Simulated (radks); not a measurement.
Question: Re6+, configuration [Xe] 4f14 6s1 (not the ground configuration). Method: scalar-relativistic Kohn-Sham, r2SCAN, spin-polarised, spherical densities, finite nucleus; open shells are filled with parallel spins first (spin-orbit coupling, left out, can overturn this in heavy ions); meta-GGA in the generalised Kohn-Sham scheme; Fermi nuclear charge, rms radius 5.3698 fm; computed with a radial shooting solver on a logarithmic mesh with Libxc functionals. Some entries of the table are withheld. Estimate them.

orbital  occ.  eigenvalue (eV)  <r^2> (bohr^2)
1s up       1        -71814.93       0.0004481
1s down     1        -71814.89       0.0004481
2s up       1        -12547.61        0.006875
2s down     1        -12547.59        0.006875
2p up       3        -10959.20        0.005709
2p down     3        -10959.18        0.005709
3s up       1        -2979.157         0.04448
3s down     1        -2979.139         0.04447
3p up       3        -2508.560         0.04533
3p down     3        -2508.540         0.04533
3d up       5        -1973.986         0.03765
3d down     5        -1973.962         0.03765
4s up       1        -693.2971          0.2191
4s down     1        -693.2341          0.2190
4p up       3        -538.2657          0.2494
4p down     3        -538.1972          0.2493
4d up       5        -342.6722          0.2892
4d down     5        -342.5858          0.2891
5s up       1        -167.8350           1.149
5s down     1        -167.7935           1.150
5p up       3        -126.9059           1.484
5p down     3        -126.8028           1.468
4f up       7        -125.6573          0.4043
4f down     7        -125.5298          0.4031
6s up       1         -64.5434             (1)
6s down     0         -60.4829             (2)

Answer: 
(1) 6s up <r^2> (bohr^2): 5.172
(2) 6s down <r^2> (bohr^2): 5.243
